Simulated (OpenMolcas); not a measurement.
Computed transition rates of W IV

```
Program             : OpenMolcas 26.06
Method              : MS-RASPT2, IPEA 0.25 Eh, imaginary shift 0.1 Eh (closed shells correlated: 5s)
Basis               : ANO-RCC-VQZP [9s8p6d4f3g2h]
Scalar Hamiltonian  : DKH2, point nucleus
Active space        : 9 electrons in 8 orbitals (RAS1 5p, at most 2 holes; RAS2 5d)
State averaging     : 2S+1 = 4 even, 10 roots; 2S+1 = 2 even, 40 roots
Spin-orbit coupling : RASSI with atomic mean-field integrals over the reference wave functions, term energies averaged over their components
```

Rates come from the transition moments of the reference wave functions (E1 and E2 in the length form). At fixed line strength A goes as λ^-3 for E1 and M1 and as λ^-5 for E2, so a rate at the computed wavelength can be rescaled to the measured one. Measured vacuum wavelengths follow from level energies in the list in J. Phys. B 45, 035001 (2012). Branching counts decays inside the model space alone, at computed energies, and the table is only a selection of the E2 and M1 lines, drawn from those between levels with measured partners whose computed energy lies within a factor of 1.5 of the measured one.

| Upper | Lower | Type | λ computed (nm) | λ measured (nm) | A computed (s-1) | A rescaled (s-1) | Branching % |
| --- | --- | --- | --- | --- | --- | --- | --- |
| 5d³ ²D_5/2(2) | 5d³ ⁴P_5/2 | M1 | 360.3 | 383.2 | 1.23e+01 |  | 21.7 |
| 5d³ ²D_5/2(2) | 5d³ ²F_5/2 | M1 | 637.8 | 651.5 | 9.42e+00 |  | 16.6 |
| 5d³ ²D_5/2(1) | 5d³ ⁴F_7/2 | M1 | 571.7 | 624.2 | 9.10e+00 |  | 64.7 |
| 5d³ ²G_7/2 | 5d³ ⁴F_5/2 | M1 | 818.8 | 853 | 7.30e+00 |  | 71.5 |
| 5d³ ²D_5/2(2) | 5d³ ²F_7/2 | M1 | 640.4 | 672.3 | 5.17e+00 |  | 9.1 |
| 5d³ ²F_7/2 | 5d³ ⁴F_9/2 [69 %] | M1 | 486.9 | 522 | 3.69e+00 |  | 43.5 |
| 5d³ ²G_7/2 | 5d³ ⁴F_7/2 | M1 | 1136 | 1174 | 2.87e+00 |  | 28.2 |
| 5d³ ²D_5/2(2) | 5d³ ⁴F_9/2 [69 %] | E2 | 276.6 | 293.9 | 2.82e+00 |  | 5.0 |
| 5d³ ²F_7/2 | 5d³ ²G_7/2 | M1 | 700.1 | 760.4 | 2.50e+00 |  | 29.5 |
| 5d³ ²F_5/2 | 5d³ ⁴F_3/2 | M1 | 329.3 | 357.9 | 2.42e+00 |  | 31.8 |
| 5d³ ²D_5/2(2) | 5d³ ⁴F_7/2 | M1 | 258.4 | 273.7 | 2.40e+00 |  | 4.2 |
| 5d³ ⁴F_5/2 | 5d³ ⁴F_3/2 | M1 | 2541 | 2827 | 2.34e+00 | 1.70e+00 | 100.0 |
| 5d³ ²D_5/2(2) | 5d³ ²G_7/2 | M1 | 334.5 | 356.8 | 2.24e+00 |  | 3.9 |
| 5d³ ²H_11/2 | 5d³ ⁴F_9/2 [69 %] | M1 | 746.5 | 771.2 | 1.68e+00 |  | 50.9 |
| 5d³ ²D_5/2(1) | 5d³ ⁴F_5/2 | M1 | 478.5 | 520.1 | 1.65e+00 |  | 11.7 |
| 5d³ ⁴F_7/2 | 5d³ ⁴F_5/2 | M1 | 2935 | 3118 | 1.49e+00 | 1.24e+00 | 100.0 |
| 5d³ ²F_5/2 | 5d³ ⁴P_5/2 | M1 | 828.4 | 930.4 | 1.47e+00 |  | 19.3 |
| 5d³ ²F_5/2 | 5d³ ²G_7/2 | M1 | 703.3 | 788.8 | 1.46e+00 |  | 19.2 |
| 5d³ ²F_7/2 | 5d³ ⁴F_5/2 | M1 | 377.4 | 402 | 1.17e+00 |  | 13.8 |
| 5d³ ²D_5/2(1) | 5d³ ⁴P_5/2 | M1 | 1529 | 1793 | 7.66e-01 |  | 5.4 |
| 5d³ ⁴P_5/2 | 5d³ ⁴F_7/2 | M1 | 913 | 957.4 | 5.18e-01 |  | 9.5 |
| 5d³ ⁴P_5/2 | 5d³ ⁴F_5/2 | M1 | 696.4 | 732.5 | 4.95e-01 |  | 9.1 |
| 5d³ ⁴F_9/2 [69 %] | 5d³ ⁴F_7/2 | M1 | 3917 | 3981 | 3.54e-01 | 3.37e-01 | 100.0 |
| 5d³ ²F_7/2 | 5d³ ⁴F_7/2 | M1 | 433.1 | 461.5 | 3.44e-01 |  | 4.1 |
| 5d³ ²F_5/2 | 5d³ ⁴F_3/2 | E2 | 329.3 | 357.9 | 2.89e-01 |  | 3.8 |

Spin-changing lines and M1 lines between different terms are not rescaled, since their strength hangs on the term gaps too.

The largest correction is for 5d³ ⁴F_5/2 → 5d³ ⁴F_3/2 (M1): 2.34e+00 × (2541 / 2827)^3 = 1.70e+00 s-1, a factor of 0.73.

These are rates of the free ion; in crystals, glasses and complexes forced electric-dipole and non-radiative decay shorten such lifetimes by orders of magnitude. No measured rate stands beside these. Rescaling mends the energy factor alone: line strengths can still be far off where a level mixes with configurations outside the active space, and weak or spin-changing lines hang on small mixing coefficients that depend on the term gaps too, so rescaling need not improve them.

CASPT2 breaks the degeneracy within a term, and the mean is taken; among the terms shown or strongly mixed into the levels shown the widest spread is 780 cm-1 (5d³ ⁴F). Over all roots computed the reference weight is 0.91 to 0.96; the roots of lowest weight are the least certain, and an intruder state may touch them. Active for correlation alone: 5p; no level in the range computed is led by a configuration that opens it, so any true level of that kind is missing. The CASPT2 spread within a term exceeds the gap to the next term for 5d³ ⁴P and 5d³ ²G, 5d³ ²H and 5d³ ²D(1), so the order of their levels is uncertain. Computed and measured levels are paired by configuration, term and J; levels that our copy of the source lacks, or whose pairing is in doubt (as where it misses far off the trend of its configuration), stay unpaired. Only configurations of the active space appear.

A share in square brackets marks a mixed level and gives the weight of the term that names it. A number in round brackets counts repeated terms of one configuration in the order of the reference energies.
